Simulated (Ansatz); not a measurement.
Born–Oppenheimer molecular dynamics of FHInS (4 atoms, charge -1, multiplicity 1). It starts from a relaxed structure.

Theory: Ansatz, RHF/def2-SVP.

```
ensemble                      : NVE (velocity Verlet)
time step                     : 0.5 fs
steps asked                   : 500
starting velocities drawn for : 500 K
seed                          : 657099
```

Frames 5 fs apart, positions in Å, forces in eV/Å.

Velocities at 35 fs (Å/ps):

```
F 4.54 -1.95 -0.67
In -0.14 0.46 -0.24
S -1.82 -0.23 1.01
H -11.07 -8.42 8.02
```

```xyz
4
Properties=species:S:1:pos:R:3:forces:R:3 time_fs=35 energy_less_start_eV=0.082 T=182
F -1.590 -0.146 0.951 -0.33 0.13 0.03
In 0.092 0.069 -0.111 -0.13 0.08 0.05
S 1.703 -1.449 0.458 0.17 0.17 -0.26
H -0.384 1.481 -1.129 0.30 -0.39 0.17
4
Properties=species:S:1:pos:R:3:forces:R:3 time_fs=40 energy_less_start_eV=0.099 T=117
F -1.570 -0.155 0.949 -0.67 0.07 0.28
In 0.091 0.071 -0.112 0.32 -0.47 0.28
S 1.695 -1.450 0.462 0.22 0.15 -0.25
H -0.407 1.413 -1.084 0.13 0.25 -0.30
4
Properties=species:S:1:pos:R:3:forces:R:3 time_fs=45 energy_less_start_eV=0.110 T=75
F -1.558 -0.163 0.949 -0.83 0.09 0.36
In 0.091 0.072 -0.113 0.46 -0.54 0.23
S 1.688 -1.449 0.464 0.29 0.10 -0.23
H -0.397 1.393 -1.102 0.08 0.35 -0.35
4
Properties=species:S:1:pos:R:3:forces:R:3 time_fs=50 energy_less_start_eV=0.101 T=110
F -1.557 -0.170 0.954 -0.73 0.18 0.23
In 0.092 0.073 -0.113 0.14 0.08 -0.23
S 1.683 -1.448 0.464 0.37 0.05 -0.21
H -0.362 1.440 -1.190 0.22 -0.31 0.21
4
Properties=species:S:1:pos:R:3:forces:R:3 time_fs=55 energy_less_start_eV=0.091 T=147
F -1.565 -0.174 0.962 -0.51 0.27 0.04
In 0.093 0.073 -0.114 0.01 0.04 -0.16
S 1.682 -1.446 0.463 0.40 -0.01 -0.16
H -0.280 1.427 -1.238 0.10 -0.31 0.29
4
Properties=species:S:1:pos:R:3:forces:R:3 time_fs=60 energy_less_start_eV=0.091 T=148
F -1.579 -0.175 0.971 -0.25 0.34 -0.16
In 0.094 0.073 -0.115 0.04 -0.64 0.47
S 1.683 -1.444 0.461 0.39 -0.06 -0.11
H -0.179 1.357 -1.230 -0.18 0.35 -0.20
4
Properties=species:S:1:pos:R:3:forces:R:3 time_fs=65 energy_less_start_eV=0.097 T=125
F -1.597 -0.172 0.977 0.03 0.41 -0.37
In 0.095 0.072 -0.114 -0.17 -0.62 0.57
S 1.687 -1.443 0.458 0.37 -0.08 -0.08
H -0.115 1.355 -1.257 -0.24 0.29 -0.12
4
Properties=species:S:1:pos:R:3:forces:R:3 time_fs=70 energy_less_start_eV=0.103 T=101
F -1.614 -0.164 0.979 0.27 0.43 -0.52
In 0.096 0.070 -0.113 -0.45 -0.08 0.21
S 1.694 -1.442 0.454 0.33 -0.05 -0.09
H -0.105 1.411 -1.302 -0.15 -0.30 0.40
4
Properties=species:S:1:pos:R:3:forces:R:3 time_fs=75 energy_less_start_eV=0.079 T=193
F -1.628 -0.150 0.974 0.36 0.38 -0.53
In 0.096 0.068 -0.112 -0.50 -0.19 0.37
S 1.703 -1.442 0.449 0.25 -0.01 -0.11
H -0.132 1.410 -1.265 -0.12 -0.19 0.26
4
Properties=species:S:1:pos:R:3:forces:R:3 time_fs=80 energy_less_start_eV=0.061 T=263
F -1.637 -0.132 0.963 0.32 0.28 -0.42
In 0.095 0.065 -0.109 -0.32 -0.74 0.84
S 1.714 -1.442 0.444 0.16 0.05 -0.13
H -0.190 1.377 -1.175 -0.16 0.41 -0.29
4
Properties=species:S:1:pos:R:3:forces:R:3 time_fs=85 energy_less_start_eV=0.035 T=363
F -1.642 -0.110 0.946 0.22 0.16 -0.27
In 0.093 0.061 -0.105 -0.34 -0.37 0.55
S 1.727 -1.441 0.438 0.08 0.13 -0.17
H -0.280 1.419 -1.138 0.04 0.09 -0.12
4
Properties=species:S:1:pos:R:3:forces:R:3 time_fs=90 energy_less_start_eV=0.049 T=312
F -1.645 -0.086 0.926 0.06 0.05 -0.10
In 0.091 0.056 -0.099 -0.39 0.20 0.11
S 1.740 -1.439 0.430 0.01 0.19 -0.20
H -0.359 1.480 -1.127 0.31 -0.43 0.19
```

Of the whole run (250 fs, mean temperature of the second half 253 K): The conserved energy stayed within 0.034 meV per atom of its start (net change 0.017 meV per atom), so the integration is sound. Over the second half the temperature averaged 0.51 of the 500 K drawn at the start: a run that starts near a minimum puts about half its kinetic energy into the potential. A run of 0.25 ps of so small a system gives no equilibrium averages. Limits of this set-up: an anion without diffuse functions.

Run time: 8.3 min on 1 thread of Arm Neoverse V1, with other jobs on the host, peak memory 0.11 GiB.
